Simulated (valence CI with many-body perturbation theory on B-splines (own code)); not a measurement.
**Nd XX: what each term of the Hamiltonian does**

Computed by valence CI with perturbative core correlation (CI+MBPT): five valence electrons over a frozen Dirac-Fock core [Kr], a basis of 7 s, 7 p, 8 d, 6 f, 4 g, 1 h functions for each j, with the one-electron correlation potential Σ1, the two-electron term Σ2, the three-electron term Σ3, Breit, model QED; selected CI, second order for the rest (own B-spline code, finite nucleus).

No measured spectrum was set against this ion. As an estimate, terms of the open shell hold to 2 to 4 % of their energy, and close levels can change places. Core correlation moves these levels by up to 12000 cm⁻¹, and in measured spectra 5 to 20 % of such shifts remained as error; rates that hang on mixing are uncertain with them. Among the levels kept, up to 270 cm⁻¹ of a level comes from second order outside the variational space, and about a tenth of that is noise between levels of different J, which matters for small intervals. Only levels of the ground parity were solved; by the run's estimate the other parity begins above the list, which can be wrong where configurations are misplaced.

Each rung adds one term. CI alone is the Dirac-Coulomb CI over the frozen core; QED comes last and gives the full result, which names the levels. Energies are above (4d3/2^4 4d5/2) J=5/2 [a] on the same rung, in cm⁻¹.

Levels are named by their leading jj configuration (3d3/2^4 stands for four electrons in 3d with j = 3/2), which in mixed levels can hold well under half, so a name can repeat and another be missing. Letters in brackets count levels of one name in rising energy.

| Level | CI alone | Σ1 | Σ2 | Σ3 | Breit | QED | Full |
| --- | --- | --- | --- | --- | --- | --- | --- |
| (4d3/2^4 4d5/2) J=5/2 [b] | 39952 | -73 | -2373 | -2048 | +279 | -25 | 35711 |
| (4d3/2^3 4d5/2^2) J=7/2 [a] | 60623 | +159 | -3416 | -2057 | -312 | +26 | 55024 |
| (4d3/2^3 4d5/2^2) J=3/2 | 61356 | +133 | -1636 | -2406 | -127 | +24 | 57343 |
| (4d3/2^3 4d5/2^2) J=11/2 | 65630 | +221 | -4277 | -1969 | -701 | +35 | 58939 |
| (4d3/2^3 4d5/2^2) J=5/2 [a] | 68096 | +303 | -2592 | -1971 | -544 | +64 | 63356 |
| (4d3/2^3 4d5/2^2) J=9/2 | 69675 | +273 | -3920 | -1969 | -660 | +51 | 63451 |
| (4d3/2^3 4d5/2^2) J=1/2 | 72408 | +244 | -1036 | -2443 | -399 | +53 | 68827 |
| (4d3/2^3 4d5/2^2) J=7/2 [b] | 85496 | +371 | -3574 | -2643 | -695 | +71 | 79025 |
| (4d3/2^3 4d5/2^2) J=5/2 [b] | 88109 | +347 | -1957 | -2524 | -694 | +79 | 83359 |
| (4d3/2^2 4d5/2^3) J=7/2 [a] | 98350 | +357 | -3774 | -3361 | -797 | +79 | 90854 |
| (4d3/2^2 4d5/2^3) J=11/2 | 100334 | +538 | -5426 | -2259 | -1337 | +114 | 91964 |
| (4d3/2^2 4d5/2^3) J=1/2 [a] | 100332 | +584 | -1891 | -2363 | -1113 | +138 | 95686 |
| (4d3/2^2 4d5/2^3) J=3/2 [a] | 100524 | +406 | -1305 | -2848 | -755 | +89 | 96111 |
| (4d3/2^2 4d5/2^3) J=9/2 [a] | 105703 | +471 | -4362 | -2883 | -1107 | +100 | 97923 |
| (4d3/2^2 4d5/2^3) J=3/2 [b] | 105009 | +511 | -577 | -2638 | -1038 | +127 | 101394 |
| (4d3/2^2 4d5/2^3) J=13/2 | 111948 | +618 | -6414 | -2474 | -1723 | +128 | 102084 |
| (4d3/2^2 4d5/2^3) J=5/2 [a] | 112864 | +561 | -2887 | -2945 | -1098 | +123 | 106618 |
| (4d3/2^2 4d5/2^3) J=9/2 [b] | 125075 | +576 | -2784 | -3170 | -1324 | +129 | 118503 |
| (4d3/2^2 4d5/2^3) J=7/2 [b] | 130841 | +620 | -5066 | -3619 | -1360 | +130 | 121546 |
| (4d3/2^2 4d5/2^3) J=5/2 [b] | 127864 | +685 | -1551 | -3089 | -1289 | +153 | 122773 |
| (4d3/2^2 4d5/2^3) J=3/2 [c] | 138539 | +680 | -3071 | -4639 | -1233 | +143 | 130418 |
| (4d3/2 4d5/2^4) J=5/2 [a] | 137568 | +754 | -2204 | -3255 | -1681 | +196 | 131379 |
| (4d3/2^2 4d5/2^3) J=7/2 [c] | 142146 | +704 | -2643 | -3536 | -1465 | +152 | 135358 |
| (4d3/2^2 4d5/2^3) J=1/2 [b] | 146449 | +578 | -4121 | -4588 | -1074 | +130 | 137374 |
| (4d3/2 4d5/2^4) J=7/2 [a] | 151827 | +911 | -2293 | -3407 | -2077 | +227 | 145188 |
| (4d3/2^2 4d5/2^3) J=9/2 [c] | 154970 | +810 | -3917 | -3687 | -1770 | +180 | 146586 |
| (4d3/2 4d5/2^4) J=11/2 | 157969 | +1008 | -3271 | -2992 | -2436 | +236 | 150514 |
| (4d3/2 4d5/2^4) J=3/2 [a] | 164848 | +765 | -2096 | -4315 | -1560 | +189 | 157830 |
| (4d3/2 4d5/2^4) J=5/2 [b] | 173658 | +998 | -1201 | -4597 | -2111 | +237 | 166984 |
| (4d3/2 4d5/2^4) J=9/2 | 183747 | +829 | -5277 | -5259 | -1840 | +187 | 172387 |
| (4d5/2^5) J=5/2 | 184609 | +1023 | -3324 | -4406 | -2041 | +236 | 176097 |

The middle columns are the shifts that each term adds.

**Question.** How does the ionisation energy move along the ladder, and which term matters most?

**Answer.** CI alone 557.54, + Σ1 559.73, + Σ2 562.25, + Σ3 562.27, + Breit 562.28, + QED 562.29 eV. The largest step is Σ2, 2.52 eV. NIST lists 562 ± 4 eV (theoretical).
